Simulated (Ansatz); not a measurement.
`[NH]=[Ta]([NH2])([NH2])[NH2]` + H₂O → `[NH]=[Ta]([NH2])([NH2])[OH]` + NH₃  (formal hydrolysis of a Ta–N bond)

Computed with Ansatz on PBE0-D4/def2-TZVP structures; ΔE is electronic, products minus reactants. CBS: MP2 limit from def2 TZ/QZ plus the TZ coupled-cluster correction, frozen cores. This one scheme is used for every species. DFT in def2-TZVPP. HSE06 is defined as in plane-wave codes. def2 core potentials past Kr. For Ta outer-core shells are correlated without core-valence functions, which leaves a few kJ/mol of doubt a bond. Each species was taken in one conformer, which may not be the lowest.

```
             level  ΔE (kJ/mol)
         r2SCAN-D4        -64.6
          HSE06-D4        -59.7
      CAM-B3LYP-D4        -65.5
         CAM-B3LYP        -67.3
    MP2/def2-TZVPP        -58.4
SCS-MP2/def2-TZVPP        -60.8
   CCSD/def2-TZVPP        -60.2
    CCSD/CBS(def2)        -57.9
```

Question: What does CCSD(T)/CBS give? (Best estimate.)

Answer: The calculation gave: -56.9 kJ/mol. The listed levels differ from it by -7.7, -2.8, -8.6, -10.4, -1.5, -3.9, -3.3, -1.0 kJ/mol.

Largest T1 diagnostic among the species: 0.018.

Leaving LDA and LC-ωPBE aside and taking each functional with its dispersion term where it has one, the values, not all of them listed here, spread over 8.0 kJ/mol, from B97M-V to revPBE-D4. At CCSD(T), def2-SVP lies −9.5 kJ/mol from the extrapolated value and def2-TZVPP −2.3 kJ/mol. In def2-TZVPP, CCSD(T) changes the Hartree–Fock value by +9.3 kJ/mol (the triples alone add +1.1 kJ/mol) and MP2 by +10.0 kJ/mol.
